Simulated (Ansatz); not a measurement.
Start from `C[CH2][AlH][SH]` and change one element to get `C[CH2][AlH][OH]`.

Ansatz, PBE0-D4/def2-TZVP geometries, multiplicity 1. Each molecule was computed in one conformer, which needn't be the lowest.

```csv
property,`C[CH2][AlH][SH]`
size of the dipole moment (ωB97M-V/def2-TZVPP) / D,1.87
HOMO energy (PBE0/def2-TZVPP) / eV,-7.64
HOMO–LUMO gap (PBE/def2-TZVPP) / eV,4.79
HOMO–LUMO gap (PBE0/def2-TZVPP) / eV,6.72
zero-point energy (PBE0-D4/def2-TZVP) / kJ/mol,212.6
size of the dipole moment (PBE/def2-TZVPP) / D,1.86
```

Question: What does the change do to each property? (Best estimate.)

Answer: The calculation gave: 
```tsv
property	`C[CH2][AlH][OH]`	shift
size of the dipole moment (ωB97M-V/def2-TZVPP) / D	1.87	0.00
HOMO energy (PBE0/def2-TZVPP) / eV	-7.51	0.13
HOMO–LUMO gap (PBE/def2-TZVPP) / eV	5.02	0.23
HOMO–LUMO gap (PBE0/def2-TZVPP) / eV	7.07	0.35
zero-point energy (PBE0-D4/def2-TZVP) / kJ/mol	222.9	10.3
size of the dipole moment (PBE/def2-TZVPP) / D	1.85	-0.01
```

With PBE0 the HOMO rises by 0.13 eV and the LUMO rises by 0.48 eV, so the gap widens by about 0.35 eV. PBE moves the HOMO by 0.23 eV and ωB97M-V by 0.09 eV. Dipoles are sizes alone; their direction can turn.
